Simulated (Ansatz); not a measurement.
Geometry optimisation, RKS PBE-D4/def2-SVP in Ansatz 0.2.0.

Input file:

```yaml
crystal:
  periodic: [false, false, false]
  atoms:
    - { symbol: W, position_ang: [0.0, 0.0, 0.0] }
    - { symbol: O, position_ang: [0.0, 0.0, 1.94] }
    - { symbol: H, position_ang: [-0.9095, -0.2814, 2.2771] }
    - { symbol: F, position_ang: [1.85, 0.0, 0.0] }
    - { symbol: H, position_ang: [0.0, 1.72, 0.0] }
    - { symbol: H, position_ang: [-1.72, 0.0, 0.0] }
    - { symbol: F, position_ang: [0.0, -1.85, 0.0] }
    - { symbol: H, position_ang: [0.0, 0.0, -1.72] }
basis:
  gaussian: { orbitals: def2-SVP }
hamiltonian:
  xc: pbe
  dispersion: d4
relax:
  f_tol: 0.02
  max_steps: 40
```

Command:

```bash
$ ansatz run input.yaml --threads 1 --pin off --max-ram 2048MiB --backend cpu --events-out ev --progress --plain --runs-dir out
```

Problem. Where does it end, and by what steps?

Solution. It converged. After 11 steps the energy has fallen by 3.049 eV; H3 moved furthest, 0.70 Å.

```tsv
step	energy less start (eV)	largest force component (eV/Å)	accepted
0	0.0000	2.899	yes
1	-1.3088	1.770	yes
2	-2.1036	1.844	yes
3	-2.7461	1.707	yes
4	-2.9722	0.657	yes
5	-2.9811	1.869	yes
6	-3.0474	0.181	yes
7	-3.0489	0.039	yes
8	-3.0491	0.084	yes
9	-3.0491	0.036	yes
10	-3.0494	0.043	yes
11	-3.0495	0.020	yes
```

```xyz
8
Properties=species:S:1:pos:R:3
W 0.281 -0.361 0.203
O -0.256 -0.147 1.995
H -0.968 0.414 2.357
F 1.981 0.374 -0.182
H -0.211 1.252 0.075
H -1.358 -0.086 -0.109
F -0.111 -2.066 -0.516
H -0.137 0.207 -1.326
```

Whether the end is a true minimum wasn't checked by a vibrational analysis.

Run time: 78 s on 1 thread of Intel(R) Xeon(R) Processor @ 2.50GHz (Skylake/Cascade Lake) (shared host), peak memory 0.14 GiB.
